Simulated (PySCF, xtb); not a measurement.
AlH6P3, SMILES [PH2][Al]([PH2])[PH2]. Other conformers were not sampled.

Harmonic wavenumbers (cm⁻¹) from GFN2-xTB in xtb at its own minimum, in rising order: 30, 66, 73, 91, 120, 140, 297, 426, 432, 437, 453, 461, 493, 519, 532, 1115, 1118, 1120, 2164, 2170, 2174, 2231, 2244, 2247.

### Question
What does PBE0-D3(BJ)/def2-SVP in PySCF give at its own minimum? (The exact figures need the calculation; the answer reports its results.)

### Answer
86, 89, 104, 121, 124, 133, 290, 460, 462, 470, 475, 541, 555, 646, 652, 1078, 1081, 1088, 2397, 2398, 2400, 2415, 2416, 2417. Paired by order, the mean absolute difference is 83 cm⁻¹ and the zero-point energies are 30.2 and 32.7 kcal/mol.
